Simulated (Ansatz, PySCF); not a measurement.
Conformers of C4H10 (SMILES CCCC), B3LYP-D3(BJ)/def2-TZVP minima from an xTB search, which can miss the lowest.
Conformer 1 (charge 0, multiplicity 1):
```xyz
14

C     -1.929    -0.271    -0.058
C     -0.480    -0.558     0.326
C      0.480     0.558    -0.080
C      1.929     0.271     0.304
H     -2.592    -1.084     0.244
H     -2.031    -0.142    -1.138
H     -2.287     0.645     0.419
H     -0.157    -1.496    -0.138
H     -0.411    -0.715     1.407
H      0.411     0.715    -1.162
H      0.157     1.496     0.384
H      2.288    -0.645    -0.172
H      2.592     1.084     0.002
H      2.031     0.142     1.384
```

Correlated levels freeze the cores. CBS(a, b) extrapolates the correlation energy as X⁻³ and adds the Hartree–Fock energy of set b. MP2 and its Hartree–Fock in cc-pVQZ are density fitted. Rows in 6-31G* carry no dispersion term and start afresh at each structure (6-31G* with six Cartesian d functions).

Run with Ansatz (a first-principles code) with Gaussian orbitals; PySCF for 6-31G* rows. Each number belongs to the level named beside it.

Electronic energies of 2 conformers above conformer 1 (kcal/mol):

```json
[
 {"level": "PBE/def2-TZVPP", "conformer 1": "0.00", "conformer 2": "0.79"},
 {"level": "B3LYP/6-31G*", "conformer 1": "0.00", "conformer 2": "0.85"},
 {"level": "wB97M-V/def2-TZVPP", "conformer 1": "0.00", "conformer 2": "0.57"},
 {"level": "MP2/CBS(cc-pVTZ, cc-pVQZ) + ΔCCSD(T)/cc-pVTZ", "conformer 1": "0.00", "conformer 2": "0.61"}
]
```

Problem. Give Boltzmann populations at 298.15 K for each level, counting each conformer once and leaving out zero-point, thermal and symmetry terms.

Solution. 
Weights exp(−E/RT) with RT = 0.5925 kcal/mol, divided by their sum:
- PBE/def2-TZVPP: 79 %, 21 %
- B3LYP/6-31G*: 81 %, 19 %
- wB97M-V/def2-TZVPP: 73 %, 27 %
- MP2/CBS(cc-pVTZ, cc-pVQZ) + ΔCCSD(T)/cc-pVTZ: 74 %, 26 %
The share of conformer 1 runs from 73 to 81 % over these levels.
